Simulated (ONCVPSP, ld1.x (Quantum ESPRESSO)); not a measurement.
# Pseudopotentials across the periodic table

Generated with ld1.x 7.5 (TM, RRKJ, ultrasoft, PAW), atompaw 4.2 or ONCVPSP 4.0.1. The cutoff is in Ry: for ld1.x and atompaw files where the sum of valence levels is converged to 10 mRy in a Bessel basis, for ONCV files where the hardest occupied wave has 1 mHa per electron of residual kinetic energy. The error is the largest all-electron minus pseudo excitation energy over each file’s own four to seven test configurations (ionisations up to +4, promotions, holes and added fractions of an electron), all of which were solved. The labels leave out finer settings (local radius, basis sizes, second energies), which also bear on the numbers. Spin-polarised tests are not counted. The rows are a selection from randomly drawn settings: files with unsolved tests, undetermined cutoffs or missed reference levels are left out.

A true bound ghost makes a file unfit for plane-wave use even where its test errors are small: the radial tests pick states by their node count and pass the ghost by.

```csv
element,potential,cutoff (Ry),largest error (meV),bound ghosts
C,"ONCV, PBE, non-relativistic, rc 1.30/2.60 (sp), local smoothed, core correction yes, reference 2s2 2p2, qcut 5.8/4.9, projectors 2/2",31,+1644,none
Ti,"ONCV, LDA (Perdew-Zunger), scalar-relativistic, rc 3.00/2.65/2.60 (spd), local smoothed, core correction yes, reference 3d2 4s1, qcut 2.4/3.3/6.7, projectors 2/2/2",33,+62,none
V,"ONCV, PBEsol, fully relativistic, rc 1.60/1.40/2.25 (spd), local smoothed, core correction yes, reference 3s2 3p6 3d3, qcut 9.6/9.2/5.7, projectors 3/2/2",50,+376,none
Tc,"ONCV, PBE, scalar-relativistic, rc 1.75/1.40/2.15 (spd), local smoothed, core correction yes, reference 4s2 4p6 4d5 5s2, qcut 7.5/8.5/6.4, projectors 2/2/2",55,-8.0,none
Hg,"RRKJ, LDA (PZ), fully relativistic, rc 1.95/1.70/1.80 (spd), local s, core correction no, reference 5p6 5d10 6s2 6p0",45,-1687,none
Pb,"TM semilocal, PBEsol, scalar-relativistic, rc 1.80/2.75/1.35/2.25 (spdf), local s, core correction yes, reference 5d10 6s2 6p2",70,-117,none
Bi,"ONCV, LDA (Perdew-Wang 92), fully relativistic, rc 1.85/2.45/1.85/2.70 (spdf), local smoothed, core correction yes, reference 5d10 6s1.5 6p3.5, qcut 2.8/3.4/8.2/4.4, projectors 1/2/2/1",50,-2.0,"s, f7/2, f5/2"
```

(1) Fill in the row for B: RRKJ, LDA (PZ), scalar-relativistic, rc 1.10/3.05/3.30 (spd), local p, core correction yes, reference 2s1.5 2p1.5.

(2) Fill in the row for Hg: ONCV, PBE, scalar-relativistic, rc 2.20/2.25/1.40 (spd), local smoothed, core correction yes, reference 5d10 6s1.75, qcut 3.1/3.9/8, projectors 2/2/2.

Answers

(1) cutoff 18 Ry, largest error +373 meV, bound ghosts: none.

(2) cutoff 43 Ry, largest error -69 meV, bound ghosts: s, p.
